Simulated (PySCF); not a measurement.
## Correlation energy of Ge (germanium, neutral)

[Ar] 3d10 4s2 4p2, high-spin 3P determinant. All numbers are calculated (PySCF 2.14, no relativity, point nucleus, in 6-31G* (5s4p3d, 32 functions)). Frozen: [Ar] 3d10; 4 electrons correlated.

MP2 pair energies summed by pair of shells (mhartree):

| pair | energy | share (%) |
| --- | --- | --- |
| 4s-4p | -22.72 | 58.3 |
| 4s-4s | -12.68 | 32.5 |
| 4p-4p | -3.57 | 9.2 |

Total MP2 correlation energy: -38.97 mhartree.

Same-spin part -6.30 and opposite-spin part -32.66 mhartree; SCS-MP2 scales them by 1/3 and 6/5 to -41.30 mhartree.

| level | correlation energy (mhartree) |
| --- | --- |
| CCSD | -54.56 |
| (T) | -0.74 |
| CCSD(T) | -55.30 |

Diagnostics: T1 = 0.0075, D1 = 0.0201, largest double amplitude 0.092.

Cost of the coupled-cluster step: 0.14 s of wall time on 1 thread of Neoverse-V1 (shared host), for 4 correlated electrons.
